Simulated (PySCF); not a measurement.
PySCF input for B(H)2(OMe) (CH5BO), SMILES BOC, C-PCM-M06-2X/def2-SVP. Coordinates come from a PBE0-D3(BJ)/def2-TZVP optimisation.

```python
import numpy as np
from pyscf import gto, scf, dft
from pyscf.solvent import pcm

mol = gto.M(
    atom='''
    B     0.21589474   -1.28493601   -0.00000000
    H    -0.41289094   -2.30277381    0.00000000
    H     1.41925325   -1.25962104    0.00000000
    O    -0.48146818   -0.14220233    0.00000000
    C     0.14584203    1.12444626   -0.00000000
    H     1.23510996    1.02745853    0.00000000
    H    -0.17212632    1.67527875    0.88715093
    H    -0.17212632    1.67527874   -0.88715092
    ''',
    basis='def2-SVP',
    charge=0,
    spin=0,
    max_memory=1600,
    verbose=3,
)
mf = dft.RKS(mol, xc='m06-2x').density_fit(auxbasis='def2-universal-jkfit')
mf.grids.level = 4
mf.conv_tol = 1e-9
mf.max_cycle = 100
mf.kernel()
res = {}
for name, eps in {'water': 78.355, 'acetonitrile': 35.688, 'ethylethanoate': 5.9867}.items():
    s = mf.PCM()
    s.with_solvent.method, s.with_solvent.eps, s.with_solvent.lebedev_order = 'C-PCM', eps, 29
    s.kernel(mf.make_rdm1())
    res[name] = (s.e_tot, eps, s.dip_moment(), s.mo_energy, s.converged)
    print(f'{name}: electrostatic solvation free energy {(s.e_tot - mf.e_tot) * 627.509474:.3f} kcal/mol')
```

Output:

```
converged SCF energy = -141.03083154562

WARN: PCM is an experimental feature. It is still in testing.
Features and APIs may be changed in the future.

converged SCF energy = -141.03413386276
Dipole moment(X, Y, Z, Debye):  0.95338,  1.97671, -0.00000
water: electrostatic solvation free energy -2.072 kcal/mol

WARN: PCM is an experimental feature. It is still in testing.
Features and APIs may be changed in the future.

converged SCF energy = -141.034076321899
Dipole moment(X, Y, Z, Debye):  0.94982,  1.97070, -0.00000
acetonitrile: electrostatic solvation free energy -2.036 kcal/mol

WARN: PCM is an experimental feature. It is still in testing.
Features and APIs may be changed in the future.

converged SCF energy = -141.033562833891
Dipole moment(X, Y, Z, Debye):  0.91853,  1.91746, -0.00000
ethylethanoate: electrostatic solvation free energy -1.714 kcal/mol
```

The calculation finished and met its thresholds.
